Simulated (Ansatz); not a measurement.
Consider the cleavage of the Si–Si bond: `[SiH3][SiH2][CH2][GaH2]` + `N=C(O)CO` → `OC/C(O)=N\[SiH3]` + `[SiH3][CH2][GaH2]`.

Computed with Ansatz on PBE0-D4/def2-TZVP structures; ΔE is electronic, products minus reactants. CCSD(T)/CBS is the MP2 limit (def2-TZVPP, def2-QZVPP) plus CCSD(T) − MP2 in def2-TZVPP, frozen cores. DFT in def2-TZVPP. B3LYP here is the variant with VWN-RPA as its local correlation; programs differ in this. For Ga outer-core shells are correlated without core-valence functions, which leaves a few kJ/mol of doubt a bond. Scalar relativity is left out up to krypton. One conformer a species, not always the lowest.

```json
{"level": "PBE0-D4", "ΔE (kJ/mol)": "-35.4"}
{"level": "B3LYP-D4", "ΔE (kJ/mol)": "-48.3"}
{"level": "SCS-MP2/def2-TZVPP", "ΔE (kJ/mol)": "-55.3"}
{"level": "HF/def2-QZVPP", "ΔE (kJ/mol)": "-61.1"}
```

What does CCSD(T)/CBS give? (Estimate.)

The calculation gave: -45.6 kJ/mol. The listed levels differ from it by 10.2, -2.7, -9.7, -15.5 kJ/mol.

Largest T1 diagnostic among the species: 0.013.

From PBE to PBE0 (25 % exact exchange), in def2-TZVPP and without D4, ΔE moves by −4.8 kJ/mol. In def2-TZVPP, CCSD(T) changes the Hartree–Fock value by +15.2 kJ/mol (the triples alone add +0.9 kJ/mol) and MP2 by +5.4 kJ/mol.
